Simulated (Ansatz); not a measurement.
```xyz
9

Br   -2.790    0.284   -2.142
C    -1.304   -0.314   -1.222
C    -0.520   -1.390   -1.126
B    -0.194   -0.230   -0.261
Sn    1.040    0.794    1.263
H    -0.394   -2.384   -1.530
H     0.105    1.870    2.202
H     1.784   -0.324    2.317
H     2.272    1.695    0.498
```

The species carries charge 0 and has multiplicity 1. Sn takes the def2 core potential.

Q: List the CAM-B3LYP/def2-TZVPP orbital energies in eV (Ansatz). (Best estimate.)

A: Ansatz gave: Occupied: -13141.60, -1703.07, -1534.85, -1534.76, -1534.75, -280.74, -279.75, -239.16, -186.05, -180.16, -179.85, -179.81, -140.55, -95.43, -95.43, -95.41, -74.48, -74.40, -74.37, -74.12, -74.12, -29.62, -29.62, -29.57, -29.47, -29.47, -25.89, -23.86, -17.41, -16.35, -15.39, -13.16, -12.24, -10.82, -10.43, -10.41, -9.71, -9.66, -9.05. Lowest empty: 0.28, 0.54, 0.95, 1.35, 1.72, 1.84, 2.37, 2.49.
